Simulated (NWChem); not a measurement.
System: hexafluoroacetylacetone (C5H2F6O2); SMILES O=C(C=C(O)C(F)(F)F)C(F)(F)F

Input file for NWChem:

```
start job
memory heap 200 mb stack 900 mb global 1100 mb
geometry units angstroms noautoz
  O     -2.019476    -1.974024    -0.010248
  C     -0.902030    -1.262386    -0.005877
  C     -0.870505     0.090226    -0.007846
  C      0.323764     0.933933    -0.004401
  O      1.473921     0.577961    -0.005595
  C     -0.000213     2.447195     0.002114
  F     -0.721761     2.758469     1.084358
  F     -0.731249     2.766342    -1.071592
  F      1.096417     3.174334    -0.000069
  C      0.328606    -2.179309     0.001241
  F      1.065451    -1.968249     1.081878
  F      1.067453    -1.981305    -1.080484
  F     -0.053866    -3.450947     0.008675
  H     -2.786737    -1.386142    -0.015905
  H     -1.834734     0.608489    -0.012405
end
basis spherical
  * library 6-31g*
end
dft
  xc xpbe96 cpbe96
  iterations 150
  semidirect filesize 400000000
  mulliken
end
task dft energy
```

Geometry: optimised at PBE0/def2-SVP. No frequency run checked for a minimum.

Task: Predict the main results of this run. (PBE/6-31G* (spherical d).) Quantities: energy (Ha); highest occupied level (eV); orbital gap (eV); dipole (D).

Result: The energy (Ha) is -940.25 and the highest occupied level (eV) is -5.97. The orbital gap (eV) is 3.02 and the dipole (D) is 4.29.
